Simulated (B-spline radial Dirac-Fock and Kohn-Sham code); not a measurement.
The computed values come from a B-spline atomic structure program: Dirac-Fock ΔSCF + Breit + QED. Free neutral atoms.

Q: Order these X-ray lines by photon energy, lowest first.
A. Re Lβ6
B. Ta Lα1
C. Zn Kβ3
D. Tb Lβ3
E. La Lβ1
F. Sm Lγ5

A: E (5041.7 eV), F (6955.3 eV), D (7100.8 eV), B (8145.7 eV), C (9566.5 eV), A (9904.2 eV).
